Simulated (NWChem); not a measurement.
## Dipole moment of silene (CH4Si)

```xyz
6

C      0.0000     0.0000    -1.1569
Si     0.0000     0.0000     0.5507
H      0.9266     0.0000    -1.7379
H     -0.9266     0.0000    -1.7379
H     -1.2496     0.0000     1.3539
H      1.2496     0.0000     1.3539
```
Charge 0, spin multiplicity 1.

The numbers come from NWChem runs, not from measurements. Structure: optimised with PBE0/def2-SVP, a minimum by its harmonic frequencies.

Basis set: 6-31G*. The CCSD dipole comes from the Λ equations, without orbital relaxation.

The correlated methods keep 6 core orbitals frozen. B3LYP has NWChem's definition, with VWN1-RPA local correlation. The Pople sets run with spherical d functions. Coupled-cluster values serve here as a point of comparison, not as the truth.

### Question
Order these methods by the dipole moment they give, lowest first: B3LYP, PBE, HF.

### Answer
PBE (0.22 D), B3LYP (0.34 D), HF (0.69 D)
